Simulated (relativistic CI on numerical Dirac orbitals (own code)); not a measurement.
Calculated at this level of theory: Dirac-Coulomb-Breit CI, orbitals from a KLI potential per configuration, QED by a radiative potential, unscaled Slater integrals (own radial code, finite nucleus).

Configuration list (outside the closed core 1s2): 2s2 2p6, 2s2 2p5 3s, 2s2 2p5 3p, 2s2 2p5 3d, 2s 2p6 3s, 2s 2p6 3p, 2s 2p6 3d, 2s2 2p5 4s, 2s2 2p5 4p, 2s2 2p5 4d, 2s2 2p5 4f, 2s2 2p4 3s2, 2s 2p6 4s, 2s2 2p4 3s 3p, 2s 2p6 4p, 2s2 2p5 5s, 2s 2p6 4d, 2s2 2p5 5p, 2s 2p6 4f, 2s2 2p5 5d, 2s2 2p4 3s 3d, 2s2 2p5 5f, 2s2 2p5 5g, 2s2 2p4 3p2, 2s2 2p4 3p 3d, 2s 2p5 3s2, 2s2 2p4 3d2, 2s 2p5 3s 3p, 2s 2p5 3s 3d, 2s 2p5 3p2, 2s 2p6 5s, 2s 2p6 5p, 2s 2p5 3p 3d, 2s 2p6 5d, 2s 2p6 5f, 2s 2p6 5g. Levels of other configurations are missing.

At this charge energies of transitions that change n are usually good to better than 1 %, and those within a shell (Δn = 0) to a few per cent.

Outline of the computed level scheme of Er LIX. Lowest level of each configuration: 2s2 2p6 1S_0 at 0.00 eV; 2s2 2p5 3s 3P°_2 at 6944.74 eV; 2s2 2p5 3p 3P_1 at 7075.22 eV; 2s2 2p5 3d 3P°_0 at 7473.29 eV; 2s 2p6 3s 3S_1 at 8322.02 eV; 2s 2p6 3p 3P°_1 at 8434.76 eV; 2s 2p6 3d 3D_1 at 8851.45 eV; 2s2 2p5 4s 3P°_2 at 9658.94 eV; 2s2 2p5 4p 3P_1 at 9712.96 eV.

Some strong electric-dipole decays among the lowest 45 levels: 2s2 2p5 3d 1P°_1 → 2s2 2p6 1S_0 (1.9e+15 s⁻¹); 2s 2p6 3p 3P°_1 → 2s2 2p6 1S_0 (1.3e+15 s⁻¹); 2s 2p6 3p 1P°_1 → 2s2 2p6 1S_0 (3.2e+14 s⁻¹); 2s 2p6 3p 3P°_1 → 2s2 2p6 1S_0 (1.8e+14 s⁻¹); 2s2 2p5 3s 1P°_1 → 2s2 2p6 1S_0 (1.0e+14 s⁻¹); 2s2 2p5 3d 3P°_1 → 2s2 2p6 1S_0 (3.7e+13 s⁻¹); 2s2 2p5 4p 3P_1 → 2s2 2p5 3s 3P°_2 (3.7e+13 s⁻¹); 2s2 2p5 4s 1P°_1 → 2s2 2p6 1S_0 (3.6e+13 s⁻¹).

LS names give the leading component of a level, which can be under half, so a name can repeat, a term be missing and a line seem to break the LS rules.
